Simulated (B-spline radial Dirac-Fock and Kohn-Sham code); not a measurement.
Cu²⁺: photoemission with 5670 eV photons

System: the Cu²⁺ ion in the configuration [Ar] 3d9.

The run's input, task.json:

```json
{"items": [{
  "Z": 29,
  "q": 2,
  "cfg": [[1, 0, 2], [2, 0, 2], [2, 1, 6], [3, 0, 2], [3, 1, 6], [3, 2, 9]],
  "A": 63,
  "rrms": 3.8823,
  "do": ["binding", "quiet", "photo"],
  "hv": [44.4, 49.7, 115.0, 128.0, 162.0, 299.0, 1680.0, 1930.0, 1940.0, 3440.0, 4180.0, 4550.0, 5010.0, 5670.0, 8480.0, 10100.0, 17100.0, 27800.0, 30300.0, 41100.0, 48700.0, 62600.0, 69200.0, 131000.0]
}]}
```

Command: `python xray_run.py task.json out`

Calculated with a radial B-spline solver, using the independent-particle Dirac-Slater model, thresholds from Dirac-Fock. The asymmetry parameter β is from the dipole term alone. Kinetic energies are from the vacuum level. Open shells are spread statistically over j, without multiplet splitting.

| subshell | electrons | binding (eV) | kinetic (eV) | σ (kb) | β |
| --- | --- | --- | --- | --- | --- |
| 2s | 2 | 1136.8 | 4533.2 | 5.60 | 2.00 |
| 2p1/2 | 2 | 989.3 | 4680.7 | 2.36 | 1.12 |
| 2p3/2 | 4 | 969.3 | 4700.7 | 4.38 | 1.13 |
| 3s | 2 | 161.1 | 5508.9 | 0.816 | 2.00 |
| 3p1/2 | 2 | 114.4 | 5555.6 | 0.292 | 1.06 |
| 3p3/2 | 4 | 111.8 | 5558.2 | 0.540 | 1.06 |
| 3d3/2 | 3.6 | 36.05 | 5633.9 | 0.0186 | 0.50 |
| 3d5/2 | 5.4 | 35.70 | 5634.3 | 0.0266 | 0.49 |

Branching ratios of the spin-orbit partners (statistical value in brackets): 2p 1.86 (2.00), 3p 1.85 (2.00), 3d 1.44 (1.50).

Run: 2.3 s of CPU time on 1 thread of Intel(R) Xeon(R) 6975P-C (shared host), peak memory 0.33 GiB.
